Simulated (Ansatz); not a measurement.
Mulliken charges of `S[Si@@H]1O[C@H]1Br` from r2SCAN/def2-TZVPP in Ansatz (PBE0-D4/def2-TZVP geometry).

| atom | x (Å) | y (Å) | z (Å) | charge (e) |
| --- | --- | --- | --- | --- |
| S1 | 0.337 | 2.237 | 0.616 | -0.212 |
| Si2 | 0.068 | 0.154 | 0.476 | 0.523 |
| O3 | 1.220 | -0.672 | -0.397 | -0.362 |
| C4 | -0.053 | -0.753 | -1.076 | 0.001 |
| Br5 | -0.795 | -2.534 | -1.162 | -0.127 |
| H6 | -0.239 | 2.288 | 1.829 | 0.121 |
| H7 | -0.410 | -0.434 | 1.740 | -0.051 |
| H8 | -0.035 | -0.343 | -2.081 | 0.107 |

By hand: the dipole of these point charges (1 e Å = 4.8032 D).

Σ q r = (-0.388, 0.433, 0.318) e Å, of length 0.663 e Å = 3.18 D.

How does the dipole of the full density compare? (An estimate is asked.)

Computed: (-0.199, 0.498, 0.353) e Å, 3.08 D; the point charges give 1.03 times that, at 18° from its direction.

Point charges leave out the atoms' own dipoles, such as those of lone pairs, and Mulliken's split depends on the basis, so the close match here is no proof of good charges.
